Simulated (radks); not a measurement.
Isoelectronic series with 2 electrons, all held in the configuration [He], which need not be the ground one along the series. Calculated with a radial shooting solver on a logarithmic mesh with Libxc functionals: scalar-relativistic Kohn-Sham, BLYP, spin-unpolarised, spherical densities, finite nucleus; Fermi nuclear charge, rms radius of each element as measured or else 0.836 A^(1/3) + 0.57 fm. Total energies (hartree) and orbital eigenvalues (hartree):

ion,E (hartree),1s
He,-2.90721,-0.58490
Ne8+,-93.99013,-41.78822
Ar16+,-314.16733,-147.4922
Fe24+,-665.77182,-318.8336
Se32+,-1152.62554,-557.6858
Mo40+,-1780.26010,-866.7710
Sn48+,-2556.24555,-1249.822
Ce56+,-3490.6850,-1711.828
Dy64+,-4596.9060,-2259.370
W72+,-5892.7095,-2901.243
